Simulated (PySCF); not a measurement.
## How methods differ on the ionisation energy of F⁺

F⁺ [He] 2s2 2p4 (3P) → F²⁺ [He] 2s2 2p3 (4S), as a difference of total energies. Calculation: PySCF 2.14, in Sapporo-DZP-2012; scalar relativity by spin-free X2C-1e. Correlated levels: valence: 1s2 frozen. The calculations carry no spin-orbit coupling.

```tsv
method	ionisation energy (eV)	error (eV)
UHF	33.371	-1.579
PBE0	35.266	+0.316
M06-2X	35.055	+0.105
MP2 (valence)	34.262	-0.688
SCS-MP2 (valence)	34.257	-0.693
CCSD (valence)	34.253	-0.697
CCSD(T) (valence)	34.265	-0.685
```

Reference: 34.950 eV (measured; NIST levels, between the centres of gravity of the two terms).

Errors of the correlated levels include the incompleteness of this basis and the frozen core.
